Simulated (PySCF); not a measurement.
# Relaxation of singlet PtF₃⁻

All numbers come from PySCF, PBE, basis Pt def2-SVPD with ECP60, F def2-SVPD (scalar-relativistic core potentials, no spin–orbit coupling, density fitting). A (50,194) grid was used.

A start at or just off a symmetric point, pushed along the force that breaks its symmetry, of C2v symmetry, free to break it:

Coordinates in bohr (charge -1 multiplicity 1):
```
Pt   -0.0153    0.0000    0.0000
F     3.7592   -0.0001    0.0000
F    -1.8011    3.4098    0.0000
F    -1.8012   -3.4097    0.0000
```

Optimiser trace:
```csv
step,E − E(last) (kJ/mol),largest gradient (Eh/bohr)
0,122.21,0.02785
1,73.37,0.02061
2,28.27,0.02419
3,7.49,0.02162
4,3.45,0.03214
5,0.31,0.00443
6,0.06,0.00097
7,0.00,0.00024
8,0.00,0.00001
```

It ends at C2v with Pt–F 1.962 Å (×2), Pt–F 1.974 Å; F–Pt–F 78.8°, F–Pt–F 140.6° (×2) (after a last refinement on a finer grid). A frequency run shows 1 imaginary mode, down to 56i cm⁻¹, so it is a saddle point. Other isomers or separated fragments may lie lower.

Final geometry:
Z-matrix (Å, degrees; charge -1 multiplicity 1):
```
Pt
F  1 1.9740
F  1 1.9618 2 140.58
F  1 1.9618 2 140.58 3 180.00
```

No spin–orbit coupling is included, which matters more the heavier the element.
